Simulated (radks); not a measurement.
Initial-state core-level shifts of the titanium ion Ti2+ when its valence configuration changes from [Ar] 3d2. Calculated with a radial shooting solver on a logarithmic mesh with Libxc functionals: scalar-relativistic Kohn-Sham, BLYP, spin-unpolarised, spherical densities, point nucleus. Shifts are changes of the shell-averaged eigenvalues in eV (positive: less bound).

valence           1s       2p       3s       3p
3d1 4s1       -6.443   -7.368   -6.144   -5.878
3d1 4p1       -7.566   -8.486   -7.249   -6.968
4s2          -14.163  -16.239  -13.101  -12.528
4p2          -16.282  -18.377  -15.173  -14.569
3d1.5 4s0.5   -3.052   -3.485   -2.952   -2.826
3d1.5 4p0.5   -3.624   -4.051   -3.518   -3.384
3d0.5 4p1.5  -11.794  -13.271  -11.146  -10.707
